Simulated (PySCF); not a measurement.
PySCF input (M06-2X/6-31G* (5d)):

```python
from pyscf import gto, dft

mol = gto.M(
    atom='''
    Si   -0.24911664   -0.34554293    0.47556201
    H    -1.03104073   -1.22405466   -0.56426854
    F     0.50207486    0.67351730   -0.67706661
    ''',
    basis='6-31g*',
    charge=-1,
    spin=1,
    verbose=4,
)

mf = dft.UKS(mol, xc='m062x')
mf.grids.level = 4
mf.conv_tol = 1e-9
mf.max_cycle = 100
mf.max_memory = 1500
mf.kernel()
if not mf.converged:
    mf = mf.newton()
    mf.kernel(mf.make_rdm1())
mo, _, stable, _ = mf.stability(return_status=True)
if not stable:
    mf.kernel(mf.make_rdm1(mo, mf.mo_occ))
    stable = mf.stability(return_status=True)[2]
mf.dip_moment()
```

Q: What final total energy does it give?

A: -389.84913 Eh.
